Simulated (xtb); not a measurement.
xtb input (GFN-FF):

```bash
xtb mol.xyz --gfnff --opt tight --chrg 0 --uhf 0
```
mol.xyz:
```
9

C      2.38024914    -0.37274595    -0.13247350
C      1.36902374     0.05255817     0.62293398
Si    -0.36070191     0.06208345     0.03473521
F     -0.45266879    -0.49096009    -1.44627356
F     -1.30235516    -0.83163300     0.94147595
F     -0.98438887     1.51760346     0.04447084
H      2.22771654    -0.73742477    -1.14162828
H      3.40292401    -0.37370181     0.22753626
H      1.57826433     0.40799165     1.62797703
```

End of the output:

```
         :::::::::::::::::::::::::::::::::::::::::::::::::::::
         ::                     SUMMARY                     ::
         :::::::::::::::::::::::::::::::::::::::::::::::::::::
         :: total energy              -1.241081270458 Eh    ::
         :: gradient norm              0.000128266321 Eh/a0 ::
         ::.................................................::
         :: bond energy               -1.232181682573 Eh    ::
         :: angle energy               0.010109131985 Eh    ::
         :: torsion energy             0.000072776797 Eh    ::
         :: repulsion energy           0.081009231822 Eh    ::
         :: electrostat energy        -0.096793972277 Eh    ::
         :: dispersion energy         -0.003613446764 Eh    ::
         :: HB energy                 -0.000000784285 Eh    ::
         :: XB energy                  0.000000000000 Eh    ::
         :: bonded atm energy          0.000317474836 Eh    ::
         :: external energy            0.000000000000 Eh    ::
         :: add. restraining           0.000000000000 Eh    ::
         :: total charge              -0.000000000000 e     ::
         :::::::::::::::::::::::::::::::::::::::::::::::::::::

           -------------------------------------------------
          |                Property Printout                |
           -------------------------------------------------

molecular dipole:
                 x           y           z       tot (Debye)
 q only:        2.066      -0.122       0.412       5.363
           -------------------------------------------------
          |                Geometry Summary                 |
           -------------------------------------------------

      molecular mass/u    :      112.1260022
   center of mass at/Å    :       -0.0415497       0.0012603      -0.0114278
  moments of inertia/u·Å² :        0.1331158E+03   0.2213795E+03   0.2229050E+03
rotational constants/cm⁻¹ :        0.1266388E+00   0.7614813E-01   0.7562697E-01

 * 8 selected distances

     #   Z          #   Z                                           value/Å
     1   6 C        2   6 C                                       1.3085901
     2   6 C        3  14 Si                                      1.8321230 (max)
     3  14 Si       4   9 F                                       1.5894574
     3  14 Si       5   9 F                                       1.5893869
     3  14 Si       6   9 F                                       1.5893869
Note: The following floating-point exceptions are signalling: IEEE_UNDERFLOW_FLAG IEEE_DENORMAL
normal termination of xtb
     1   6 C        7   1 H                                       1.0745356
     1   6 C        8   1 H                                       1.0739785
     2   6 C        9   1 H                                       1.0720123 (min)

 * 4 distinct bonds (by element types)

   Z      Z             #   av. dist./Å        max./Å        min./Å
   1 H    6 C           3     1.0735088     1.0745356     1.0720123
   6 C    6 C           1     1.3085901     1.3085901     1.3085901
   6 C   14 Si          1     1.8321230     1.8321230     1.8321230
   9 F   14 Si          3     1.5894104     1.5894574     1.5893869

optimized geometry written to: xtbopt.xyz

           -------------------------------------------------
          | TOTAL ENERGY               -1.241081270458 Eh   |
          | GRADIENT NORM               0.000128266321 Eh/α |
           -------------------------------------------------
########################################################################
[WARNING] Runtime exception occurred
-1- gfnff_setup: Could not read topology file.
########################################################################

------------------------------------------------------------------------
------------------------------------------------------------------------
 total:
 SCF:
 ANC optimizer:
```
